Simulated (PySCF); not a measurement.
# Electronic structure of Ge⁺ (germanium, charge +1) at the UHF level

Configuration: [Ar] 3d10 4s2 4p1, 2P determinant. Calculation: PySCF 2.14, in 6-31G* (5s4p3d, 32 functions); the non-relativistic Hamiltonian (point nucleus).

| Property | Result |
| --- | --- |
| Total energy | -2074.762095 hartree |
| One-electron energy | -2883.3027 hartree |
| Hartree (Coulomb) energy | 885.7373 hartree |
| Exchange energy | -77.1967 hartree |
| Kinetic energy | 2074.03657 hartree |
| ⟨S²⟩ | 0.7590 |
| ⟨L²⟩ | 2.027 |
| Sum of ⟨r⟩ | 20.86 bohr |
| Sum of ⟨r²⟩ | 28.82 bohr² |
| Traceless quadrupole moment −½Σ⟨3z² − r²⟩ along its main axis | -3.10 e·bohr² |
| Density at the nucleus (Gaussians lack the cusp) | 21200 bohr⁻³ |
| Spin density at the nucleus | -0.00745 bohr⁻³ |
| Langevin diamagnetic susceptibility | -22.8 ×10⁻⁶ cm³/mol |
| Time after the integrals | 0.1 s of wall time on 1 thread of Neoverse-V1 (shared host) |

| shell | electrons | mean orbital energy (hartree) | spread (hartree) | rms radius, mean of both spins (bohr) |
| --- | --- | --- | --- | --- |
| 1s α | 1 | -405.60032 | 0 | 0.0554 |
| 1s β | 1 | -405.59802 | 0 | 0.0554 |
| 2s α | 1 | -52.53212 | 0 | 0.231 |
| 2s β | 1 | -52.53162 | 0 | 0.231 |
| 2p α | 3 | -46.62132 | 0.00091 | 0.205 |
| 2p β | 3 | -46.61939 | 0.00469 | 0.205 |
| 3s α | 1 | -7.55547 | 0 | 0.678 |
| 3s β | 1 | -7.55136 | 0 | 0.678 |
| 3p α | 3 | -5.52497 | 0.00046 | 0.705 |
| 3p β | 3 | -5.51926 | 0.01774 | 0.705 |
| 3d α | 5 | -1.97436 | 0.01079 | 0.813 |
| 3d β | 5 | -1.97146 | 0.01749 | 0.813 |
| 4s α | 1 | -0.89036 | 0 | 2.27 |
| 4s β | 1 | -0.80474 | 0 | 2.27 |
| 4p α | 1 | -0.57357 | 0 | 2.76 |
